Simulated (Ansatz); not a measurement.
H$_{5}$InSe, SMILES `[SeH2+][InH3-]` at its PBE0-D4/def2-TZVP geometry, where that method's forces vanish. Charge 0, multiplicity 1. In: def2 effective core potential.

```json
{"atom": "Se1", "x (Å)": "-1.695", "y (Å)": "0.180", "z (Å)": "0.418"}
{"atom": "In2", "x (Å)": "1.160", "y (Å)": "-0.548", "z (Å)": "-0.025"}
{"atom": "H3", "x (Å)": "-1.939", "y (Å)": "0.517", "z (Å)": "-0.990"}
{"atom": "H4", "x (Å)": "-1.398", "y (Å)": "1.581", "z (Å)": "0.740"}
{"atom": "H5", "x (Å)": "1.772", "y (Å)": "0.879", "z (Å)": "0.741"}
{"atom": "H6", "x (Å)": "1.082", "y (Å)": "-2.026", "z (Å)": "0.866"}
{"atom": "H7", "x (Å)": "1.017", "y (Å)": "-0.583", "z (Å)": "-1.750"}
```

Task: For each bond, give half the difference of the two atoms' forces along it (eV/Å; positive pushes the atoms apart) under PBE-D4, r2SCAN-D4, B3LYP-D4, ωB97M-V in def2-TZVPP. (Estimate.)

Result: Ansatz gave: 
```csv
bond,length (Å),PBE-D4,r2SCAN-D4,B3LYP-D4,ωB97M-V
Se1–In2,2.980,0.01,0.00,0.10,0.06
Se1–H3,1.468,0.27,-0.01,0.04,-0.12
Se1–H4,1.468,0.27,-0.01,0.04,-0.12
In2–H5,1.731,0.05,-0.02,0.02,-0.05
In2–H6,1.728,0.06,-0.02,0.02,-0.05
In2–H7,1.731,0.05,-0.02,0.02,-0.05
```

B3LYP here is the variant with VWN-RPA as its local correlation; programs differ in this.
